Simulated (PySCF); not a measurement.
Constitutional and geometric isomers with formula C2H6Si. Gas-phase values, no solvent. Strings in code marks are SMILES.

Computed with PBE-D3(BJ)/def2-TZVP // B3LYP-D3(BJ)/def2-TZVP (PySCF 2.14.0). All candidates: neutral, multiplicity 1. Delta-SCF ions had no search for a lower state. 

* **dipole moment**: 0.21 D
* **HOMO**: -5.82 eV
* **vertical ionisation energy (Delta-SCF)**: 9.07 eV

Problem. Name which member has these values.
(A) `CC=[SiH2]`
(B) `C1C[SiH2]1`
(C) `C=C[SiH3]`
(D) `C=[SiH]C`

Solution. B, `C1C[SiH2]1`. The others give `C=C[SiH3]`: 0.74 D, -6.88 eV, 10.05 eV; `C=[SiH]C`: 1.59 D, -5.26 eV, 8.38 eV; `CC=[SiH2]`: 0.14 D, -5.24 eV, 8.26 eV
